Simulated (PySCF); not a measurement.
H₃ClSi, triplet, at the geometry of the source list (a higher spin typed on purpose: for a closed-shell molecule this is an excited state), atoms displaced at random by about 0.03 Å a coordinate; TPSS/6-31G, gradient in PySCF.

PySCF was given this input:
```python
from pyscf import gto, scf, dft

mol = gto.M(
    atom='''
Si   -0.13790798   -0.01965152   -0.05365186
Cl    1.87086248    0.04076391    0.08945190
H    -0.53291652   -0.93169756   -1.03903818
H    -0.64408130    1.30832764   -0.35764346
H    -0.59623331   -0.38792300    1.33164912
''',
    basis='6-31g',
    spin=2,
    verbose=3,
)

mf = dft.UKS(mol)
mf.xc = 'tpss'
mf.conv_tol = 1e-4
mf.kernel()
g = mf.nuc_grad_method()
grad = g.kernel()
```

Task: Write the output that PySCF gives for this input, abridged.

Result: 
```
converged SCF energy = -751.218554310111  <S^2> = 2.0026403  2S+1 = 3.0017597
--------------- UKS gradients ---------------
         x                y                z
0 Si     0.1311922569     0.0049865025     0.0088388617
1 Cl    -0.1562988249    -0.0040586062    -0.0179316640
2 H     0.0126382308     0.0263376785     0.0236608129
3 H     0.0122754720    -0.0246109038    -0.0031921071
4 H     0.0001956732    -0.0026485193    -0.0113722656
----------------------------------------------
```
